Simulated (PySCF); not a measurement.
# Spinor energies of Kr²¹⁺ (krypton, charge +21)

Start: [Ne] 3s2 3p3; 3p1/2 filled at m_j = -1/2, +1/2; 3p3/2 filled at m_j = +3/2. Calculated with PySCF 2.14 in an even-tempered Gaussian basis (19 s from 2.5 bohr⁻², ratio 2.4; 13 p from 3.2 bohr⁻², ratio 2.4; 5 d from 13 bohr⁻², ratio 2.6; 4 f from 20 bohr⁻², ratio 2.6): generalised Hartree-Fock with the X2C-1e Hamiltonian and a Gaussian nucleus; one run each with spin-orbit coupling (SO) switched off, then screened by Boettger's factors.

```json
{"spinor shell": "1s1/2", "electrons": "2", "ε, spin-free (eV)": "-15304.1", "ε, screened SO (eV)": "-15303.2", "weight of nominal j (screened SO)": "1.000", "rms radius, screened SO (bohr)": "0.0477"}
{"spinor shell": "2s1/2", "electrons": "2", "ε, spin-free (eV)": "-2831.8", "ε, screened SO (eV)": "-2831.3", "weight of nominal j (screened SO)": "1.000", "rms radius, screened SO (bohr)": "0.196"}
{"spinor shell": "2p1/2", "electrons": "2", "ε, spin-free (eV)": "-2603.0", "ε, screened SO (eV)": "-2642.6", "weight of nominal j (screened SO)": "0.995", "rms radius, screened SO (bohr)": "0.171"}
{"spinor shell": "3s1/2", "electrons": "2", "ε, spin-free (eV)": "-1007.0", "ε, screened SO (eV)": "-1006.8", "weight of nominal j (screened SO)": "1.000", "rms radius, screened SO (bohr)": "0.490"}
{"spinor shell": "3p1/2", "electrons": "2", "ε, spin-free (eV)": "-944.70", "ε, screened SO (eV)": "-947.54", "weight of nominal j (screened SO)": "0.819", "rms radius, screened SO (bohr)": "0.480"}
{"spinor shell": "3p3/2", "electrons": "1", "ε, spin-free (eV)": "-944.70", "ε, screened SO (eV)": "-939.17", "weight of nominal j (screened SO)": "1.000", "rms radius, screened SO (bohr)": "0.485"}
```

Question: Where does 2p3/2 lie, and what is the 2p spin-orbit splitting (screened SO)?

Answer: At -2583.6 eV, 58.950 eV above 2p1/2.

| quantity | spin-free | screened SO |
| --- | --- | --- |
| E (hartree) | -2521.84693 | -2522.15447 |
| M_J | 3/2 | 3/2 |
| ⟨J²⟩ | 3.750 | 3.766 |
| ⟨L²⟩ | 0.000 | 0.580 |
| ⟨S²⟩ | 3.750 | 3.042 |

Each row is a mean over spinors that exchange with the open shell spreads, by up to 29.502 eV (3s1/2).

Rows whose weight is well below 1 are mixtures of j = l ± 1/2: exchange outweighs spin-orbit coupling there, and the label is only the starting occupation.

Without spin-orbit coupling the j labels of p, d and f shells carry no meaning; the spin-free column gives the mean over the occupied spinors of each nl shell.
